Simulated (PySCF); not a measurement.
**Bond energies at r²SCAN/def2-TZVPP beside a composite method**

PySCF, lowest determinants of a PBE0 search. The composite is CCSD(T) extrapolated to the basis-set limit from two correlation-consistent sets, with core-valence (CV) and scalar-relativistic (SR) terms as its label shows; it has no spin–orbit coupling and nothing beyond (T).

| species | state (unpaired electrons) | De r²SCAN (eV) | De composite (eV) | composite | dissociates to |
| --- | --- | --- | --- | --- | --- |
| TeF | doublet (π ↑) | 3.59 | 3.58 | CCSD(T)/CBS(TQ)+CV | Te + F |
| AlF | singlet (closed shell) | 6.89 | 7.09 | CCSD(T)/CBS(TQ)+CV+SR | Al + F |
| MnH | septet (σ ↑↑, π ↑↑, δ ↑↑) | 2.15 | 1.66 | CCSD(T)/CBS(TQ)+CV+SR | Mn (3d5 4s2) + H |
| CaH | doublet (σ ↑) | 2.18 | 1.77 | CCSD(T)/CBS(DT) | Ca + H |
| HgBr | doublet (σ ↑) | 1.04 | 0.72 | CCSD(T)/CBS(DT) | Hg + Br |
| SiB | quartet (σ ↑, π ↑↑) | 3.72 | 3.29 | CCSD(T)/CBS(TQ)+CV+SR | Si + B |
| IF | singlet (closed shell) | 2.95 | 2.98 | CCSD(T)/CBS(TQ)+CV | I + F |
| BH | singlet (closed shell) | 3.44 | 3.69 | CCSD(T)/CBS(TQ)+CV+SR | B + H |

Task: Does r²SCAN bind more or less than the composite, by how much on average, and where is the difference largest?

Result: r²SCAN/def2-TZVPP binds more on average, method and basis taken together: the mean signed difference is +0.15 eV and the mean absolute one 0.27 eV; it is largest for MnH (+0.49 eV).

The molecules are drawn from runs that passed checks on state, spin purity and fit, so the hardest cases are missing and the errors look smaller than over all diatomics.

Correlated steps freeze the inner cores (1 to 13 orbitals); shallow outer-core shells are correlated. The metal atom is held in its measured ground configuration; semilocal functionals can put another filling of s and d lower by some tenths of an eV, and De to that atom would be smaller. These are scalar-relativistic numbers at best; spin–orbit coupling would shift them, the dissociation energy most. Where the molecule has an RHF reference, its open-shell atoms are computed with UHF. The CCSD T1 diagnostic is raised in HgBr, SiB, a sign that a single reference may not be enough there. States were picked by a PBE0 search and need not be the measured ground states.
